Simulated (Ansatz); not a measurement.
Two isomers of C3H4BF: A = `BC1(F)C=C1`, B = `C#CB(C)F`.

Gas-phase electronic energies from Ansatz, PBE0-D4/def2-TZVP geometries. CCSD(T)/CBS is the MP2 limit (def2-TZVPP, def2-QZVPP) plus CCSD(T) − MP2 in def2-TZVPP, frozen cores. Functionals use def2-TZVPP.

(1) Which is lower in electronic energy at CCSD(T)/CBS, and by how much? (An estimate is asked.)

(2) Give E(B) − E(A) in kJ/mol with HF/def2-TZVPP, ωB97M-V, MP2/def2-TZVPP, CCSD(T)/def2-TZVPP, CCSD/def2-TZVPP, PBE0-D4, PBE-D4. (An estimate is asked.)

(3) Does the order hold for the free energy at 298.15 K (harmonic terms from PBE0-D4)? (Best estimate.)

Largest T1 diagnostic: 0.013.

Results:

(1) Ansatz gave: B, by 357.1 kJ/mol.

(2) Ansatz gave: HF/def2-TZVPP -369.3, ωB97M-V -344.2, MP2/def2-TZVPP -365.4, CCSD(T)/def2-TZVPP -360.4, CCSD/def2-TZVPP -361.9, PBE0-D4 -329.7, PBE-D4 -326.6. None reverses the order clearly.

(3) Computed: Yes: G(B) − G(A) = -354.4 kJ/mol. Modes under 60 cm⁻¹, often nearly free rotors, make the harmonic entropy too high.

Leaving LDA and LC-ωPBE aside and taking each functional with its dispersion term where it has one, the values, not all of them listed here, spread over 36.8 kJ/mol, from B2PLYP to revPBE-D4. LDA lies +10.9 kJ/mol from PBE without D4. In def2-TZVPP, CCSD(T) changes the Hartree–Fock value by +8.9 kJ/mol (the triples alone add +1.5 kJ/mol) and MP2 by +3.9 kJ/mol.
